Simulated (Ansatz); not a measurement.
`OCN[SiH2]F`. The species carries charge 0 and has multiplicity 1.

Z-matrix (Å, degrees):
```
C
N 1 1.437
O 1 1.406 2 114.1
H 1 1.098 2 107.7 3 124.1
H 1 1.092 2 110.6 3 -118.0
Si 2 1.700 1 124.9 3 -97.5
H 2 1.009 1 113.3 3 64.6
H 3 0.962 1 108.2 2 58.5
F 6 1.607 2 113.3 1 73.0
H 6 1.480 2 108.6 1 -43.4
H 6 1.478 2 108.4 1 -168.5
```

What are the harmonic wavenumbers in cm⁻¹ at PBE0-D4/def2-TZVP (Ansatz, finite differences of forces, unscaled)? (Best estimate.)

Computed: 56, 92, 248, 309, 354, 439, 559, 659, 786, 811, 871, 935, 940, 1038, 1074, 1151, 1227, 1371, 1425, 1446, 1513, 2259, 2270, 3020, 3100, 3611, 3841.

Is this a minimum?

Yes, all 27 modes are real.

Give the ideal-gas thermochemistry at 298.15 K and 1 bar (rigid rotor, harmonic oscillator; point group C1, symmetry number 1).

Zero-point energy 211.8 kJ/mol; H(298) − E = 231.8 kJ/mol; entropy 341.4 J/(mol·K), of which translation 165.7, rotation 111.7, vibration 64.0; G(298) − E = 130.0 kJ/mol. Modes under 100 cm⁻¹ are hindered rotations or soft bends, so the harmonic entropy is rough.

And at 400, 500, 600, 800 and 1000 K?


```csv
T (K),H − E (kJ/mol),S (J/mol/K),G − E (kJ/mol)
400,243.4,374.8,93.5
500,256.9,404.9,54.5
600,272.2,432.6,12.6
800,306.5,481.9,-79.0
1000,344.7,524.4,-179.7
```
